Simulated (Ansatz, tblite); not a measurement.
Removing and adding an electron: `CN(C)c1ccc(-c2ccc(-c3ccc(-c4ccc(-c5ccc(-c6ccc(C#N)s6)s5)s4)s3)s2)s1`. Charge 0, multiplicity 1. Geometry: PBE-D4/def2-SVP. Ansatz, gas phase; energy differences of separate SCF runs; the oxidised species was run as a doublet alone; the reduced species was run as a doublet alone.

```xyz
53

C   -10.3461    1.4885   -3.4783
N    -9.6043    0.3061   -3.8662
C   -10.0172   -0.4324   -5.0429
C    -8.3165    0.1352   -3.4206
C    -7.3535   -0.7829   -3.8553
C    -6.1462   -0.6963   -3.1181
C    -6.1405    0.2861   -2.1314
C    -5.1045    0.6678   -1.2125
C    -5.1496    1.5768   -0.1491
C    -3.9246    1.7038    0.5419
C    -2.9056    0.8950    0.0302
C    -1.5468    0.7740    0.4854
C    -0.9319    1.4123    1.5701
C     0.4275    1.0703    1.7280
C     0.8949    0.1614    0.7730
C     2.2052   -0.4053    0.6174
C     2.6650   -1.3286   -0.3295
C     4.0282   -1.6603   -0.1817
C     4.6525   -1.0009    0.8824
C     6.0213   -1.1015    1.3133
C     7.0498   -1.8792    0.7662
C     8.2812   -1.7355    1.4393
C     8.2323   -0.8472    2.5175
C     9.2778   -0.4517    3.4248
C     9.2233    0.4668    4.4807
C    10.4483    0.6109    5.1669
C    11.4619   -0.1967    4.6470
C    12.8025   -0.3090    5.0790
N    13.9201   -0.4047    5.4372
S    10.8785   -1.1438    3.2914
S     6.6155   -0.1882    2.6848
S     3.5079    0.0461    1.7017
S    -0.3975   -0.2635   -0.3368
S    -3.4991   -0.0283   -1.3412
S    -7.6871    1.1365   -2.1186
H   -11.4148    1.3531   -3.7311
H   -10.2768    1.6389   -2.3796
H    -9.9792    2.4198   -3.9741
H   -11.1087   -0.3183   -5.1815
H    -9.5043   -0.0890   -5.9734
H    -9.8018   -1.5132   -4.9148
H    -7.5158   -1.4921   -4.6753
H    -5.2776   -1.3446   -3.3017
H    -6.0631    2.1263    0.1179
H    -3.7759    2.3702    1.4020
H    -1.4675    2.1082    2.2288
H     1.0708    1.4709    2.5242
H     2.0127   -1.7473   -1.1084
H     4.5580   -2.3673   -0.8337
H     6.9014   -2.5321   -0.1035
H     9.2005   -2.2646    1.1505
H     8.3082    1.0181    4.7371
H    10.6114    1.2813    6.0206
```

The xTB rows come from tblite. Single mean-field runs in def2-SVP are fitted with def2-universal-jkfit.

Q: Estimate orbital energies and vertical ionisation energies and electron affinities at: GFN1-xTB; GFN2-xTB; PBE-D4/def2-SVP; PBE0-D4/def2-SVP.

A: 
```json
{"level": "GFN1-xTB", "−HOMO (eV)": "9.93", "vertical IE (eV)": "11.35", "−LUMO (eV)": "8.81", "vertical EA (eV)": "7.38", "HOMO–LUMO gap (eV)": "1.12", "IE − EA (eV)": "3.97"}
{"level": "GFN2-xTB", "−HOMO (eV)": "9.33", "vertical IE (eV)": "10.75", "−LUMO (eV)": "8.30", "vertical EA (eV)": "6.92", "HOMO–LUMO gap (eV)": "1.03", "IE − EA (eV)": "3.83"}
{"level": "PBE-D4/def2-SVP", "−HOMO (eV)": "4.21", "vertical IE (eV)": "5.61", "−LUMO (eV)": "3.02", "vertical EA (eV)": "1.73", "HOMO–LUMO gap (eV)": "1.18", "IE − EA (eV)": "3.88"}
{"level": "PBE0-D4/def2-SVP", "−HOMO (eV)": "4.94", "vertical IE (eV)": "5.91", "−LUMO (eV)": "2.60", "vertical EA (eV)": "1.71", "HOMO–LUMO gap (eV)": "2.34", "IE − EA (eV)": "4.20"}
```

 Raw xTB energy differences between charge states are shifted by several eV; the methods need an empirical correction for them. Sets without diffuse functions give affinities that are too small.
